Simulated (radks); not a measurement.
These are the eigenvalues of the occupied orbitals of an atom or ion with whole-number occupations (Ry). Calculated with a radial shooting solver on a logarithmic mesh with Libxc functionals: Dirac Kohn-Sham, LDA (Slater exchange, Perdew-Zunger correlation), spin-unpolarised, spherical densities, point nucleus.

| orbital | eigenvalue |
|---|---|
| 1s1/2 | -2321.853 |
| 2s1/2 | -357.2109 |
| 2p1/2 | -334.9414 |
| 2p3/2 | -314.7943 |
| 3s1/2 | -72.18195 |
| 3p1/2 | -63.01045 |
| 3p3/2 | -59.25658 |
| 3d3/2 | -43.01635 |
| 3d5/2 | -42.23047 |
| 4s1/2 | -13.44640 |
| 4p1/2 | -10.28937 |
| 4p3/2 | -9.56827 |
| 4d3/2 | -4.52374 |
| 4d5/2 | -4.41469 |
| 5s1/2 | -2.41165 |
| 5p1/2 | -1.70100 |

Which element is it, and in what charge state? The configuration may be excited. Open shells, if any, fill j = l - 1/2 first.

Answer. Z = 52, tellurium, charge +2: Te2+ in [Kr] 4d10 5s2 5p2. The list shows which subshells hold electrons but not how many an open one holds; the 1s level, -1160.9 hartree, gives Z - s = 48.2 by -(Z - s)^2/2, which with screening and relativity narrows Z to a few neighbours, and the depths of the outer levels then fix element, charge and occupations together.
